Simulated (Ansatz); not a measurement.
Cost and result for the atomization energy of GaH$_{5}$Sn, SMILES `[GaH2][SnH3]` (7 atoms, 6 bonds).

Total charge 0; spin multiplicity 1. Correlated methods include outer-core shells of Ga, Sn, which these sets cover unevenly. Scalar relativity is left out up to krypton. Sn: def2 effective core potential. The structure was optimised at the PBE0-D4/def2-TZVP level. Program: Ansatz. All runs use 2 threads of an Arm Neoverse V2 on a shared host. Times are those of one run each, without the atoms' runs, and a repeat can differ threefold. Electronic energies, without spin–orbit coupling; frozen cores. CCSD(T)/CBS adds CCSD(T) − MP2 in def2-TZVPP to the MP2 limit, and its time is that of the two runs behind it. T1 = 0.014. With those shells the extrapolation isn't a true limit.

CCSD(T)/CBS is a level of theory with its own doubt, some kJ/mol a heavy atom from the limit and from the frozen cores, so smaller differences don't rank the functionals.

| level | functions | wall time |
| --- | --- | --- |
| LDA (SPW92)/def2-TZVPP | 168 | 0.95 s |
| revPBE-D4/def2-TZVPP | 168 | 1.6 s |
| BLYP-D4/def2-TZVPP | 168 | 1.8 s |
| CAM-B3LYP-D4/def2-TZVPP | 168 | 2.8 s |
| CCSD(T)/def2-SVP | 83 | 3.2 s |
| B2PLYP/def2-TZVPP | 168 | 4 s |
| r2SCAN-D4/def2-TZVPP (with forces) | 168 | 4 s |
| r2SCANh-D4/def2-TZVPP | 168 | 4.2 s |
| PBE-QIDH/def2-TZVPP | 168 | 4.4 s |
| ωB97M-V/def2-TZVPP (with forces) | 168 | 10 s |
| MP2/def2-QZVPP | 321 | 13 s |
| CCSD(T)/def2-TZVPP | 168 | 48 s |
| CCSD(T)/CBS(def2) | – | 61 s |

Question: What atomization energy does each give, and how far from CCSD(T)/CBS? (An estimate is asked.)

Answer: Ansatz gave: 
```tsv
level	atomization (kJ/mol)	difference from CCSD(T)/CBS	per bond
LDA (SPW92)/def2-TZVPP	1678.5	155.6	25.9
revPBE-D4/def2-TZVPP	1434.1	-88.8	-14.8
BLYP-D4/def2-TZVPP	1457.6	-65.3	-10.9
CAM-B3LYP-D4/def2-TZVPP	1506.1	-16.8	-2.8
CCSD(T)/def2-SVP	1411.5	-111.4	-18.6
B2PLYP/def2-TZVPP	1469.3	-53.6	-8.9
r2SCAN-D4/def2-TZVPP (with forces)	1501.1	-21.8	-3.6
r2SCANh-D4/def2-TZVPP	1498.2	-24.7	-4.1
PBE-QIDH/def2-TZVPP	1479.9	-43.0	-7.2
ωB97M-V/def2-TZVPP (with forces)	1495.3	-27.6	-4.6
MP2/def2-QZVPP	1455.5	-67.4	-11.2
CCSD(T)/def2-TZVPP	1499.1	-23.8	-4.0
CCSD(T)/CBS(def2)	1522.9	0.0	0.0
```

At CCSD(T), def2-SVP lies −111.4 kJ/mol from the extrapolated value and def2-TZVPP −23.9 kJ/mol: correlation converges slowly with the basis, and small sets miss more of it in the bonded molecule than in its fragments. From PBE to PBE0 (25 % exact exchange), in def2-TZVPP and without D4, the atomization energy moves by +9.6 kJ/mol. In def2-TZVPP, CCSD(T) changes the Hartree–Fock value by +403.7 kJ/mol (the triples alone add +12.2 kJ/mol) and MP2 by +345.9 kJ/mol; breaking electron pairs costs correlation energy, which Hartree–Fock lacks.

Spin–orbit coupling would lower the free Sn atoms strongly, and the atomization energy with them, by more than many differences here. For some Ge, Se and Sn compounds the MP2-based and the directly extrapolated limit differ by 10 to 25 kJ/mol.
